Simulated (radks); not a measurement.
Task: Coherent X-ray form factor from a spherical all-electron density. Calculated with a radial shooting solver on a logarithmic mesh with Libxc functionals: scalar-relativistic Kohn-Sham, LB94 model potential, spin-polarised, spherical densities, finite nucleus; Fermi nuclear charge, rms radius of each element as measured or else 0.836 A^(1/3) + 0.57 fm.

sin(theta)/lambda (1/angstrom),f0 (electrons)
0.05,3.945
0.1,3.788
0.15,3.552
0.2,3.268
0.25,2.969
0.3,2.680
0.4,2.200
0.5,1.876
0.6,1.675
0.8,1.451
1,1.283
1.25,1.071
1.5,0.866
2,0.541

The species is in the configuration that NIST lists as its ground one. Which atom or ion scatters so?

Result: The nitrogen ion N3+, [He] 2s2. Extrapolating in s^2 from the first two rows gives f0(0) = 4.0, near the electron count 4; among species with that count, the fall with angle is slower the higher Z, and the table is that of Z = 7; from so few rows the species is fixed only to a neighbour or two.
